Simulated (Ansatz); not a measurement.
CoBr₂. Total charge 0; quartet. Geometry relaxed at PBE0-D4/def2-TZVP.

```xyz
3

Co   -0.0006    0.0000   -0.0001
Br   -0.2890    0.7708    2.0738
Br    0.2896   -0.7707   -2.0737
```

**Question.** Estimate the harmonic wavenumbers at UKS PBE0-D4/def2-TZVP (Ansatz, unscaled). Is this a minimum?

**Answer.** 60, 60, 215, 404 cm⁻¹. Yes, no mode is imaginary beyond noise. Zero-point energy 4.4 kJ/mol. Run time 5.6 min (2 threads of Arm Neoverse N1 on a shared host), peak host memory 0.92 GiB.
